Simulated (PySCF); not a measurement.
## AsP at M06

Level: M06. basis As 6-31G(d,p), P 6-31G(d,p); no relativity; PySCF 2.14.

```json
{
 "state": "¹Σ⁺ (singlet), closed shell",
 "bond length": "200.3 pm",
 "harmonic wavenumber": "635 cm⁻¹",
 "force constant": "5.21 mdyn/Å",
 "rotational constant Be": "0.1918 cm⁻¹",
 "anharmonicity ωexe": "1.50 cm⁻¹",
 "vibration–rotation constant αe": "0.000666 cm⁻¹",
 "well depth De to As + P": "4.48 eV",
 "dissociation energy D0": "4.44 eV",
 "HOMO–LUMO gap": "5.15 eV",
 "bond order (Mayer)": "2.86",
 "dipole moment (positive dipole means As(−)P(+))": "-0.76 D"
}
```
